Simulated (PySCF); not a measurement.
Compound: 3-methylanisole, C8H10O.
Atom-mapped SMILES: `[CH3:1][O:2][c:3]1[cH:4][cH:5][cH:6][c:7]([CH3:8])[cH:9]1` (hydrogens: H10, H11, H12 on C1; H13 on C4; H14 on C5; H15 on C6; H16, H17, H18 on C8; H19 on C9)

Structure used (PBE0-D3(BJ)/def2-SVP), in Å, numbered top down from 1:
```
atom  x, y, z in Å
C1     2.326   -1.313    1.467
O2     1.138   -0.582    1.567
C3     0.408   -0.372    0.451
C4     0.753   -0.853   -0.816
C5    -0.085   -0.570   -1.897
C6    -1.246    0.176   -1.731
C7    -1.597    0.663   -0.463
C8    -2.829    1.501   -0.274
C9    -0.763    0.379    0.616
H10    2.147   -2.345    1.117
H11    3.051   -0.830    0.787
H12    2.759   -1.351    2.475
H13    1.656   -1.443   -0.972
H14    0.180   -0.948   -2.887
H15   -1.891    0.383   -2.589
H16   -2.602    2.570   -0.418
H17   -3.612    1.233   -0.998
H18   -3.244    1.389    0.738
H19   -1.001    0.735    1.621
```

Computed with PySCF 2.14.0, density-fitted response routines, TDDFT wB97X-D/def2-SVPD, vertical, gas phase, core orbitals frozen in the response.

Frontier orbitals with the atoms that hold most of them (Löwdin shares over 4%, at most four atoms; ? is withheld):

| orbital | ε (eV) | atoms |
| --- | --- | --- |
| LUMO+2 | 2.36 | C1 25%, H11 8%, H10 8%, C4 8% |
| LUMO+1 | 1.94 | C3 20%, C6 19%, C7 15%, C4 11% |
| LUMO | 1.55 | ? |
| HOMO | -8.10 | C6 21%, O2 20%, C3 15%, C4 12% |
| HOMO-1 | -8.78 | ? |
| HOMO-2 | -11.01 | O2 27%, C6 14%, C5 14%, C1 9% |
| HOMO-3 | -11.13 | O2 25%, C3 11%, C4 10%, C5 8% |

Which atoms hold the LUMO, and with what shares?

C5 (bonded to 2 C and H) 21%; C9 (bonded to 2 C and H) 18%; C7 (bonded to 3 C) 16%; C4 (bonded to 2 C and H) 14%.

Give the leading atoms of the HOMO-1.

C9 (bonded to 2 C and H) 22%; C7 (bonded to 3 C) 20%; C4 (bonded to 2 C and H) 18%; C5 (bonded to 2 C and H) 16%.

The HOMO–LUMO gap is 9.65 eV. Where does the response calculation put the lowest singlet, and from which orbitals?

S1 is at 5.16 eV (f = 0.030), 4.50 eV below the gap, made of HOMO→LUMO (74%), HOMO-1→LUMO+1 (22%). 

Next come S2 at 5.89 eV (f 0.037), HOMO→LUMO+1 (63%), HOMO-1→LUMO (33%); S3 at 6.67 eV (f 0.0077), HOMO→LUMO+2 (78%), HOMO→LUMO+5 (10%); S4 at 6.73 eV (f 0.519), HOMO-1→LUMO (54%), HOMO→LUMO+1 (31%); S5 at 6.83 eV (f 0.671), HOMO-1→LUMO+1 (67%), HOMO→LUMO (18%), HOMO-1→LUMO (9%).

One conformer stands for the species.
